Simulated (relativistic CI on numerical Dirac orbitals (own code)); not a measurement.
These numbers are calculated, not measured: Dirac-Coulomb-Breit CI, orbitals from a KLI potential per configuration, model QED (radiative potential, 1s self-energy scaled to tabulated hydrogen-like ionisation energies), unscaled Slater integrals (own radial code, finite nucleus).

The strongest absorption lines from the ground level of an ion, among the configurations computed and to levels below about 1130 eV (vacuum wavelength in nm, gf): 2.2557 (0.03), 2.2717 (0.038), 2.4926 (0.012), 2.6541 (1.6), 2.7266 (1.7), 2.7266 (0.018), 2.8576 (0.011), 2.9602 (0.46).

Task: Which ion is it?
A. Hg⁵⁶⁺
B. Os⁵²⁺
C. Os⁵⁴⁺
D. Os⁵⁰⁺

Result: B. Os⁵²⁺ has 24 electrons and the ground level 3s²3p⁶3d⁶ ³F4; the strongest line goes to 3s²3p⁵3d⁷ ³F°4. The pattern of lines fixes the number of electrons, and along that sequence the line energies rise steadily with the charge (about as its square where n changes within one kind of shell, about linearly where n is kept but much faster in heavy ions where fine structure, which grows about as Z⁴, sets the gap, and irregularly where shells cross), which fixes Z. Configurations outside the model, such as inner-shell arrays, can give stronger lines. At this charge energies of transitions that change n are usually good to better than 1 %, and those within a shell (Δn = 0) to a few per cent.

LS names give the leading component of a level, which can be under half, so a name can repeat, a term be missing and a line seem to break the LS rules.
